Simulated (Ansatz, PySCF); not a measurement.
trichloroethylene (C₂HCl₃), SMILES ClC=C(Cl)Cl.

Geometry: B3LYP-D3(BJ)/def2-SVP.

Vertical ionisation energy (IE) and electron affinity (EA) in eV. Rows of orbital energies are one-electron estimates. Where ΔSCF, EOM or ADC give a negative EA the extra electron is unbound and the value depends on the basis.

```
level                                                                       IE     EA
------------------------------------------------------------------------  ----  -----
−ε(HOMO), −ε(LUMO), ωB97X/def2-TZVP (PySCF)                               9.68  -1.22
−ε(HOMO), −ε(LUMO), PBE/def2-TZVP (PySCF)                                 6.20   1.83
ΔSCF, CAM-B3LYP/def2-SVPD (Ansatz), final states of multiplicity 2 and 2   ___    ___
ΔSCF, PBE/def2-SVPD (Ansatz), final states of multiplicity 2 and 2        9.29  -0.81
```

**Question.** Complete the blanks. (The exact figures need the calculation; the answer reports its results.)

**Answer.** 
- ΔSCF, CAM-B3LYP/def2-SVPD (Ansatz, a first-principles code), final states of multiplicity 2 and 2, IE: 9.68
- ΔSCF, CAM-B3LYP/def2-SVPD (Ansatz), final states of multiplicity 2 and 2, EA: -0.73

**Question.** What vertical singlet–triplet gap does ΔSCF give with CAM-B3LYP/def2-SVPD (Ansatz) and with PBE/def2-SVPD (Ansatz)? (The exact figures need the calculation; the answer reports its results.)

**Answer.** 3.67 and 3.69 eV (triplet above singlet where positive).
